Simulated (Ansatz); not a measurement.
System: C$_{3}$H$_{8}$ClSi, charge 0, multiplicity 2. It need not be the lowest isomer of its formula. 
Structure (B3LYP-D3(BJ)/def2-TZVP (Ansatz, a quantum-chemistry and plane-wave program) minimum search):
```
Si
C 1 1.8381
H 2 1.0846 1 122.65
H 2 1.0846 3 114.54 1 -175.40
C 1 1.8644 2 111.27 3 155.71
H 5 1.0913 1 110.90 2 55.88
H 5 1.0913 6 108.03 1 -121.57
H 5 1.0927 6 108.23 7 -117.07
C 1 1.8644 2 111.27 3 29.26
H 9 1.0913 1 110.90 2 -55.88
H 9 1.0913 10 108.03 1 121.57
H 9 1.0927 10 108.23 11 117.07
Cl 1 2.0982 2 107.50 3 -87.52
```
Charge 0, spin multiplicity 2.

Total electronic energies in hartree. Valence correlation only, unless marked. UHF or UKS for open shells. Spin-orbit coupling is left out. Non-relativistic. CBS marks a two-point X^-3 extrapolation of the correlation energy; Hartree-Fock from the larger set.

```json
[
 {"level": "HF/cc-pVTZ", "program": "Ansatz", "energy (Eh)": "-866.82159"},
 {"level": "HF/cc-pV(Q+d)Z", "program": "Ansatz", "energy (Eh)": "-866.84096"},
 {"level": "SVWN5/def2-TZVPD", "program": "Ansatz", "energy (Eh)": "-865.13922"},
 {"level": "PBE0/STO-3G", "program": "Ansatz", "energy (Eh)": "-858.69644"},
 {"level": "CAM-B3LYP-D3(BJ)/def2-TZVPD", "program": "Ansatz + dftd3", "energy (Eh)": "…"},
 {"level": "LC-wPBE-D3(BJ)/def2-TZVPD", "program": "Ansatz + dftd3", "energy (Eh)": "-868.65045"},
 {"level": "B2GP-PLYP-D4/def2-TZVPD", "program": "Ansatz + dftd4", "energy (Eh)": "…"},
 {"level": "RPA@PBE/cc-pV(Q+d)Z", "program": "Ansatz", "energy (Eh)": "-868.30236"},
 {"level": "MP2/cc-pV(Q+d)Z", "program": "Ansatz", "energy (Eh)": "-867.71007"},
 {"level": "RI-MP2/cc-pV(Q+d)Z", "program": "Ansatz", "energy (Eh)": "-867.70965"},
 {"level": "SCS-MP2/6-31G", "program": "Ansatz", "energy (Eh)": "-866.94080"},
 {"level": "CCSD(T)/6-31G", "program": "Ansatz", "energy (Eh)": "-866.99707"},
 {"level": "CCSD(T)/cc-pV(D+d)Z", "program": "Ansatz", "energy (Eh)": "-867.48826"},
 {"level": "CCSD(T)/cc-pV(Q+d)Z", "program": "Ansatz", "energy (Eh)": "-867.80696"},
 {"level": "CCSD(T)/CBS(cc-pV(T+d)Z,cc-pV(Q+d)Z)", "program": "Ansatz", "energy (Eh)": "-867.8484"}
]
```

**Question.** Fill in the missing entries.

**Answer.** 
- CAM-B3LYP-D3(BJ)/def2-TZVPD, energy (Eh): -868.88201
- B2GP-PLYP-D4/def2-TZVPD, energy (Eh): -868.44398
